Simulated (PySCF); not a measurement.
Mapped SMILES: `[CH3:1][CH2:2][O:3][SiH2:4]/[CH:5]=[CH:6]\[O:7][CH3:8]`. Each H is labelled by its parent atom.

[PySCF 2.14.0 with density-fitted response routines: PBE0/pcSseg-1 with gauge-including orbitals; structure optimised with GFN2-xTB; rapidly exchanging positions averaged; non-relativistic; no solvent model; one conformer]

Task: List the cross peaks expected in HSQC, COSY and HMBC spectra.

Result: 

HSQC (one-bond C–H):
| δH | δC |
| --- | --- |
| 6.92 (H(C6)) | 169.0 (C6) |
| 4.81 (H(C5)) | 103.9 (C5) |
| 3.86 (H(C2)) | 63.4 (C2) |
| 3.81 (H(C8)) | 59.7 (C8) |
| 1.25 (H(C1)) | 20.9 (C1) |

COSY cross peaks (H two or three bonds apart, from the bond graph; peaks can be absent where the dihedral angle is near 90°):
| δH | δH |
| --- | --- |
| 6.92 (H(C6)) | 4.81 (H(C5)) |
| 5.02 (H(Si4)) | 4.81 (H(C5)) |
| 3.86 (H(C2)) | 1.25 (H(C1)) |

HMBC (two and three bonds, from the bond graph):
| δH | δC |
| --- | --- |
| 6.92 (H(C6)) | 103.9 (C5), 59.7 (C8) |
| 5.02 (H(Si4)) | 169.0 (C6), 103.9 (C5), 63.4 (C2) |
| 4.81 (H(C5)) | 169.0 (C6) |
| 3.86 (H(C2)) | 20.9 (C1) |
| 3.81 (H(C8)) | 169.0 (C6) |
| 1.25 (H(C1)) | 63.4 (C2) |

Referencing at the same level of theory: TMS for $^{1}$H and $^{13}$C.

Short H···H contacts in this conformer between protons four or more bonds apart (candidates for NOE cross peaks, intensity ∝ r⁻⁶): H(C6)···H(C8) 2.36 Å.

Shifts are as computed. Against solution values, carbons near 30 ppm lie about +3 ppm off and those near 130 ppm about +5 ppm. Of 1309 compounds with measured shifts, 239 miss one by over three times the rms of a fit or turn the order of signals round; such compounds aren't used in these exercises.
